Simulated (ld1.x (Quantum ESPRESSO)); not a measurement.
## arsenic: excitation energies, all-electron against ultrasoft

```json
{
 "Element": "arsenic (As)",
 "Generator": "ld1.x (Quantum ESPRESSO) 7.5",
 "Type": "ultrasoft",
 "Functional": "revPBE",
 "Relativity": "fully relativistic",
 "Frozen core": "[Ar] 3d10",
 "Valence charge": "5",
 "Reference configuration": "4s2 4p3",
 "Partial waves": "4s (bound): rcut 1.55, rcutus 1.95 bohr; 4s channel at 1.85 Ry: rcut 1.55, rcutus 1.95 bohr; 4p (bound): rcut 1.35, rcutus 1.75 bohr; 4p channel at 0.25 Ry: rcut 1.35, rcutus 1.75 bohr",
 "Local potential": "all-electron potential smoothed inside 1.65 bohr (lloc = -1)",
 "Core correction": "Bessel-smoothed model core inside 1.25 bohr",
 "Augmentation charge": "PSQ, radius 1.25 bohr"
}
```

Open shells are filled in proportion to 2j + 1 (rel_dist='average').

Energies are relative to the spin-unpolarised reference configuration 4s2 4p3; without spin polarisation the order of configurations can differ from experiment.

```csv
valence configuration,charge,ΔE all-electron (eV),error AE − PS (meV)
4s2 4p2,+1,9.108,-3.8
4s2 4p1,+2,26.967,-33
4s2 4p0,+3,54.570,-138
4s0 4p5,0,18.982,-30
4s1 4p4,0,9.386,-7.5
4s1 4p3,+1,19.188,-21
```

(1) What are ΔE and the potential's error for 4s2 4p2.5?

Levels in the configuration 4s1 4p4:

```tsv
level	all-electron (eV)	pseudo (eV)
4s j=1/2	-15.299	-15.319
4p j=1/2	-5.996	-6.002
4p j=3/2	-5.708	-5.713
```

Answers

(1) ΔE = 3.536 eV all-electron; the error (AE − PS) is -0.6 meV.
